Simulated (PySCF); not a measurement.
Compound: C4H4F2O.
Cartesian coordinates in Å at the GFN2-xTB level; atoms count from 1:
```xyz
11
C4H4F2O angstrom
C     -1.7426    0.2006    0.1745
C     -0.2840    0.4464    0.1094
C      0.6333   -0.4914   -0.1464
F      0.2731   -1.7723   -0.3668
C      2.0810   -0.2842   -0.2230
O      2.9475   -1.0547   -0.4404
F      2.3857    1.0342    0.0038
H     -1.9779   -0.8436   -0.0113
H     -2.1193    0.4878    1.1558
H     -2.2515    0.8237   -0.5606
H      0.0601    1.4561    0.2790
```

Theory: TDDFT PBE0/def2-SVPD, vertical, gas phase, core orbitals frozen in the response in PySCF.

Ground-to-excited transition dipoles (e·a0, same axes as the geometry; the sign carries no meaning), for the states with f of 0.002 or more among the lowest 7:

```csv
state,E (hartree),μx,μy,μz
S2,0.2146,-1.609,0.630,0.251
S3,0.2708,0.015,-0.028,0.136
S6,0.2983,0.491,-0.378,-0.112
S7,0.3071,-0.014,0.038,-0.208
```

Task: Work out the oscillator strengths.

Result: f = (2/3) ΔE |μ|² with ΔE in hartree (27.2114 eV).

```json
{"state": "S2", "|μ|² (au)": "3.050", "|μ| (D)": "4.44", "f": "0.436"}
{"state": "S3", "|μ|² (au)": "0.019", "|μ| (D)": "0.35", "f": "0.004"}
{"state": "S6", "|μ|² (au)": "0.396", "|μ| (D)": "1.60", "f": "0.079"}
{"state": "S7", "|μ|² (au)": "0.045", "|μ| (D)": "0.54", "f": "0.009"}
```

Task: What is the point group, and which symmetry does each of these states have?

Result: Cs. The ground state is totally symmetric, so the direction of μ fixes the label. Polarised normal to the mirror plane, so A″: S3 and S7. Polarised in the mirror plane, so A′: S2 and S6.

Task: What angle do the transition dipoles of S2 and S6 make?

Result: |cos θ| = |μa·μb| / (|μa| |μb|) = 0.96, so θ ≈ 16° (taken between 0 and 90°, since the signs are arbitrary).

Task: What peak molar absorption coefficient would the strongest computed level give as a lone Gaussian band 0.3 eV wide at half height?

Result: ε(max) = 2.175×10⁸ f / FWHM, with the width in cm⁻¹. S2: 2.175×10⁸ × 0.4363 / 2420 ≈ 39000 L mol⁻¹ cm⁻¹.

The run took 24 s wall on one thread, Arm Neoverse V2 (aarch64), shared host with 192 logical CPUs at a one-minute load of 49, and the process peaked at 0.67 GiB of memory.

One conformer stands for the species.
